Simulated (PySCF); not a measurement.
C₂H₆AuS (SMILES C[S](C)->[Au+]), charge +1, singlet, geometry from GFN2-xTB (such geometries of metal compounds can be far from the true shape) (the multiplicity is a formal guess) (core potentials on Au). Base run: DF-HF/def2-SVP in PySCF.

PySCF was given this input:
```python
from pyscf import gto, scf

mol = gto.M(
    atom='''
Au    0.153382   -0.610630   -0.496982
C    -1.309893    2.220972    0.355712
S    -0.576130    0.798813    1.219814
C     0.944996    1.577753    1.841940
H    -0.606457    2.668655   -0.337522
H    -1.600904    2.941393    1.117057
H    -2.196217    1.878089   -0.168797
H     1.491667    2.070154    1.045380
H     1.555209    0.807976    2.303819
H     0.646994    2.300168    2.598677
''',
    basis='def2-svp',
    ecp={'Au': 'def2-svp'},
    charge=1,
    spin=0,
    verbose=4,
)

mf = scf.RHF(mol)
mf = mf.density_fit(auxbasis='def2-universal-jkfit')
mf.kernel()
```

The base run was repeated with changes; each row names its change, and settings that it needs were set with it.

| change | basis functions | E (Eh) | HOMO (eV) | HOMO-LUMO gap (eV) |
|---|---|---|---|---|
| base | 108 | -611.14262 | -15.21 | 10.47 |
| basis = ANO-RCC-VDZP; relativity = spin-free X2C; nucleus = Gaussian (with nucmod='G'; without ecp={'Au': 'def2-svp'}; without mf = mf.density_fit(auxbasis='def2-universal-jkfit')) | 135 | -19485.80398 | -15.19 | 10.47 |
| basis = x2c-TZVPall; relativity = spin-free X2C (without ecp={'Au': 'def2-svp'}; without mf = mf.density_fit(auxbasis='def2-universal-jkfit')) | 216 | -19489.67530 | -15.11 | 10.39 |
| basis = ANO-RCC-VDZP; relativity = spin-free X2C (without ecp={'Au': 'def2-svp'}; without mf = mf.density_fit(auxbasis='def2-universal-jkfit')) | 135 | -19489.58326 | -15.19 | 10.48 |
| basis = x2c-TZVPall; relativity = spin-free X2C; nucleus = Gaussian (with nucmod='G'; without ecp={'Au': 'def2-svp'}; without mf = mf.density_fit(auxbasis='def2-universal-jkfit')) | 216 | -19486.49557 | -15.11 | 10.39 |
| basis = x2c-SVPall; relativity = spin-free X2C (without ecp={'Au': 'def2-svp'}; without mf = mf.density_fit(auxbasis='def2-universal-jkfit')) | 142 | -19488.40219 | -15.23 | 10.49 |
| basis = x2c-TZVPall; relativity = none (without ecp={'Au': 'def2-svp'}; without mf = mf.density_fit(auxbasis='def2-universal-jkfit')) | 216 | -17623.21820 | -14.14 | 10.56 |
| basis = ANO-RCC-VDZP; relativity = none (without ecp={'Au': 'def2-svp'}; without mf = mf.density_fit(auxbasis='def2-universal-jkfit')) | 135 | -15819.23568 | -13.97 | 11.61 |
| basis = x2c-SVPall; relativity = none (without ecp={'Au': 'def2-svp'}; without mf = mf.density_fit(auxbasis='def2-universal-jkfit')) | 142 | -16005.73956 | -14.08 | 11.39 |
| basis = x2c-SVPall; relativity = spin-free X2C; nucleus = Gaussian (with nucmod='G'; without ecp={'Au': 'def2-svp'}; without mf = mf.density_fit(auxbasis='def2-universal-jkfit')) | 142 | -19485.28737 | -15.23 | 10.49 |

Total energies compare only within one method and basis.

Basis sets contracted for a relativistic Hamiltonian are a mismatch without it, so the rows without relativity aren't non-relativistic limits. No row has spin-orbit coupling; sets with core potentials leave out the core electrons.
